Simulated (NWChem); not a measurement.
Molecule: arsenic trifluoride (AsF3); SMILES F[As](F)F

Program: NWChem. Structure relaxed at the B3LYP/6-31G* (spherical d) level.

Task: What does the run give for B3LYP/def2-TZVPP? Quantities: highest occupied level (eV); orbital gap (eV); dipole (D).

Result: 
```json
{
 "highest occupied level (eV)": "-9.79",
 "orbital gap (eV)": "8.38",
 "dipole (D)": "2.65"
}
```
